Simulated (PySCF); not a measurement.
# Correlation energy of Cu⁺ (copper, charge +1)

[Ar] 3d9 4p1, one real determinant (an excited configuration). All numbers are calculated (PySCF 2.14, scalar relativity by spin-free X2C-1e, in aug-cc-pVTZ-DK (8s7p5d3f2g, 93 functions)). Frozen: [Ar]; 10 electrons correlated.

```json
{"level": "CCSD", "correlation energy (mhartree)": "-345.42"}
{"level": "(T)", "correlation energy (mhartree)": "-10.47"}
{"level": "CCSD(T)", "correlation energy (mhartree)": "-355.89"}
```

Diagnostics: T1 = 0.013, D1 = 0.0443, largest double amplitude 0.026.

Q: Is a single reference adequate?

A: Yes: T1 lies below 0.03 and no double amplitude reaches 0.07.

The reference is one real determinant that mixes LS terms of this configuration.
